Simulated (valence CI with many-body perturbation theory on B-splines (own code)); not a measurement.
Results of a calculation; reference values are marked as such.
# Level structure of Tm19+

Level of theory: valence CI with perturbative core correlation (CI+MBPT): four valence electrons over a frozen Dirac-Fock core [Kr] 4d10, radial functions for each j: 7 s, 7 p, 7 d, 7 f, 4 g, 2 h, with the one-electron correlation potential Σ1, the two-electron term Σ2, the three-electron term Σ3, Breit, model QED; selected CI, second order for the rest, scaled by the run's own slope (own B-spline code, finite nucleus).

No measured spectrum was set against this ion. As an estimate, terms of the open shell hold to a few per cent of their energy, and close levels can change places.

Levels 136 to 180 of 196, with energies above the lowest level, 4f4 5I_4. "Leading %" is the weight of the configuration and term that name the level; weights of strongly mixed levels are sums over their largest components and can fall short.

```csv
No.,Configuration,Term,J,E (eV),Leading %,g,Second component
136,4f3 5s,5G°,5,47.084,64,1.195,24 % 4f3 5s 3H°
137,4f3 5s,3G°,4,47.136,52,1.092,20 % 4f3 5s 5G°
138,4f3 5s,3P°,2,47.395,30,1.299,28 % 4f3 5s 3D°
139,4f3 5s,3S°,1,47.639,37,1.304,29 % 4f3 5s 3D°
140,4f3 5s,3P°,0,47.693,65,,35 % 4f3 5s 5D°
141,4f3 5s,3K°,8,47.695,75,1.109,13 % 4f3 5s 3L°
142,4f3 5s,3G°,3,47.710,75,0.824,12 % 4f3 5s 3F°
143,4f3 5s,5G°,6,47.977,67,1.276,32 % 4f3 5s 3H°
144,4f3 5s,3P°,1,48.203,30,1.094,25 % 4f3 5s 1P°
145,4f3 5s,1K°,7,48.238,49,0.970,34 % 4f3 5s 3L°
146,4f3 5s,3D°,3,48.481,73,1.324,15 % 4f3 5s 5D°
147,4f3 5s,3G°,4,48.504,82,1.052,6 % 4f3 5s 3F°
148,4f3 5s,3G°,5,48.608,60,1.182,16 % 4f3 5s 1H°
149,4f3 5s,5D°,2,48.637,50,1.311,39 % 4f3 5s 3D°
150,4f3 5s,5D°,3,48.857,52,1.394,38 % 4f3 5s 3D°
151,4f3 5s,5D°,1,49.100,47,1.233,27 % 4f3 5s 3D°
152,4f3 5s,1D°,2,49.174,38,1.200,25 % 4f3 5s 3D°
153,4f3 5s,3I°,5,49.228,45,0.970,20 % 4f3 5s 3G°
154,4f3 5s,1G°,4,49.419,38,1.056,30 % 4f3 5s 3F°
155,4f3 5s,5D°,0,49.517,65,,35 % 4f3 5s 3P°
156,4f3 5s,3I°,6,49.566,61,1.068,21 % 4f3 5s 3H°
157,4f3 5s,3G°,5,49.865,61,1.068,34 % 4f3 5s 3I°
158,4f3 5s,5D°,4,50.094,96,1.487,
159,4f3 5s,3D°,2,50.154,55,1.050,27 % 4f3 5s 1D°
160,4f3 5s,1D°,2,50.220,38,1.197,26 % 4f3 5s 3P°
161,4f3 5s,3L°,8,50.297,78,1.031,17 % 4f3 5s 3K°
162,4f3 5s,3L°,7,50.302,42,1.000,36 % 4f3 5s 3I°
163,4f3 5s,1P°,1,50.358,41,0.897,38 % 4f3 5s 3D°
164,4f3 5s,3I°,7,50.426,60,1.059,21 % 4f3 5s 3L°
165,4f3 5s,3D°,1,50.617,70,0.769,15 % 4f3 5s 3P°
166,4f3 5s,3L°,9,50.670,100,1.109,
167,4f3 5s,3H°,4,50.925,84,0.837,8 % 4f3 5s 3G°
168,4f3 5s,1I°,6,50.964,56,1.026,28 % 4f3 5s 3I°
169,4f3 5s,3H°,5,51.138,65,1.030,22 % 4f3 5s 1H°
170,4f3 5s,1L°,8,51.470,89,1.002,9 % 4f3 5s 3L°
171,4f3 5s,3D°,3,51.549,53,1.310,26 % 4f3 5s 5D°
172,4f3 5s,3D°,2,51.732,47,1.159,18 % 4f3 5s 5D°
173,4f3 5s,3D°,3,52.072,66,1.254,29 % 4f3 5s 3F°
174,4f3 5s,3D°,1,52.145,83,0.611,11 % 4f3 5s 1P°
175,4f3 5s,3H°,6,52.166,58,1.107,31 % 4f3 5s 1I°
176,4f3 5s,3F°,2,52.384,46,0.911,42 % 4f3 5s 3D°
177,4f3 5s,1H°,5,52.636,64,1.000,13 % 4f3 5s 3I°
178,4f3 5s,3F°,3,53.559,47,1.199,46 % 4f3 5s 3D°
179,4f3 5s,3F°,4,53.644,93,1.248,
180,4f3 5s,1D°,2,53.972,49,0.965,26 % 4f3 5s 3D°
```

Names give the largest LS component (configuration and term), which can be under half, so a name can repeat, a term be missing and a line seem to break the LS rules; names also repeat where a configuration has a term twice.

Where two levels of one J and parity lie close, their mixing, g and order are uncertain.
